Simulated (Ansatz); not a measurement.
## Ligand exchange: C4H9Br + GeH2(CH3)I → C4H9I + GeH2(CH3)Br

Species: C4H9Br (2-bromo-2-methylpropane) `CC(C)(C)Br`, singlet; GeH2(CH3)I, singlet; C4H9I `CC(C)(C)I`, singlet; GeH2(CH3)Br, singlet. The partners trade Br for I: C–Br and Ge–I bonds give way to C–I and Ge–Br.

Shapes, held fixed at every level: PBE0-D4/def2-TZVP. Programs: Ansatz 0.2.0. The zero-point and thermal change to 298 K, harmonic and unscaled (PBE0-D4/def2-TZVP), is -0.3 kJ/mol.

(1) Estimate ΔH(298 K) of this reaction.

Results:

(1) The highest level, CCSD(T)/def2-TZVPP, gives ΔH(298 K) = -4.1 kJ/mol; the levels span -4.1 to +4.8. They disagree on the sign: 3 of 8 are positive. The column of differences is taken from that level and isn't an error. No measured value is set beside it here. For atoms past krypton def2 sets carry core potentials with scalar relativity. Relativity is left out for Br, Ge. Outer-core shells of Br, Ge, I are correlated in most correlated rows, in sets that cover them unevenly.

```json
{"level": "HF/def2-SVP", "kind": "Hartree–Fock", "ΔH(298 K) (kJ/mol)": "+4.8", "less CCSD(T)/def2-TZVPP": "+8.9"}
{"level": "SPW92/def2-TZVPP", "kind": "LDA", "ΔH(298 K) (kJ/mol)": "+1.4", "less CCSD(T)/def2-TZVPP": "+5.5"}
{"level": "r2SCAN-D4/def2-TZVPP", "kind": "meta-GGA", "ΔH(298 K) (kJ/mol)": "-0.5", "less CCSD(T)/def2-TZVPP": "+3.6"}
{"level": "B3LYP-D4/def2-TZVPP", "kind": "global hybrid", "ΔH(298 K) (kJ/mol)": "-1.9", "less CCSD(T)/def2-TZVPP": "+2.2"}
{"level": "BHLYP-D4/def2-TZVPP", "kind": "global hybrid", "ΔH(298 K) (kJ/mol)": "-0.5", "less CCSD(T)/def2-TZVPP": "+3.6"}
{"level": "CCSD(T)/def2-SVP", "kind": "coupled cluster or CI", "ΔH(298 K) (kJ/mol)": "+0.3", "less CCSD(T)/def2-TZVPP": "+4.4"}
{"level": "CCSD/def2-TZVPP", "kind": "coupled cluster or CI", "ΔH(298 K) (kJ/mol)": "-2.8", "less CCSD(T)/def2-TZVPP": "+1.3"}
{"level": "CCSD(T)/def2-TZVPP", "kind": "coupled cluster or CI", "ΔH(298 K) (kJ/mol)": "-4.1", "less CCSD(T)/def2-TZVPP": "0.0"}
```
